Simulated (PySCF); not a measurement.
Computed shifts of a molecule C3H5BO2, PBE0/pcSseg-1 run with PySCF, GIAO, gas phase, equivalent atoms averaged, in ppm (number of nuclei): ¹³C: 191.3 (1), 107.5 (1), 68.2 (1). ¹H: 8.12 (1), 5.49 (1), 4.86 (1), 3.93 (2). References: ¹⁷O against H2O (σ = 334.2 ppm); ¹¹B against BF3 (σ = 88.8 ppm); ¹³C against TMS (σ = 186.3 ppm); ¹H against TMS (σ = 31.56 ppm), references at their B3LYP-D3(BJ)/def2-TZVP geometries, non-relativistic. Coordinates come from a B3LYP-D3(BJ)/def2-SVP optimisation. One conformer was computed; it need not be the lowest.

### Question
Which molecule gave these data?
(A) C=C1COB1O
(B) OB1C=COC1
(C) C#CB(O)OC
(D) CB1CC(=O)O1

### Answer
B, OB1C=COC1
